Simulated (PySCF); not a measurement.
HfCl₃, SMILES [Cl][Hf+]([Cl])[Cl], charge +1, multiplicity 1. The structure is a stationary point at B3LYP-D3(BJ)/def2-SVP. The multiplicity is an assumed one; other spin states were not compared. The isomer is the one that the SMILES or the coordinates give; other isomers of the formula were not compared. The def2 effective core potentials stand for the cores of Hf; spin–orbit coupling is left out.

The numbers are results of B3LYP-D3(BJ)/def2-SVP in PySCF, not measurements.

Harmonic wavenumbers (cm⁻¹): 89, 111, 111, 423, 431, 431. Rotational constants (GHz): 1.773, 1.773, 1.051; symmetry number 3.

Work out the zero-point energy and the ideal-gas rigid-rotor harmonic-oscillator thermochemistry at 298.15 K and 1 atm.

ZPE = ½ Σ hcν = ½ × 1597 cm⁻¹ = 9.55 kJ/mol. H − E(el) = 27.42 kJ/mol. Entropy in J/(mol K): translation 179.23, rotation 112.06, vibration 53.38, total 344.67. G − E(el) = -75.34 kJ/mol. Cp = 75.36 J/(mol K). Modes under 150 cm⁻¹ make the vibrational entropy uncertain.
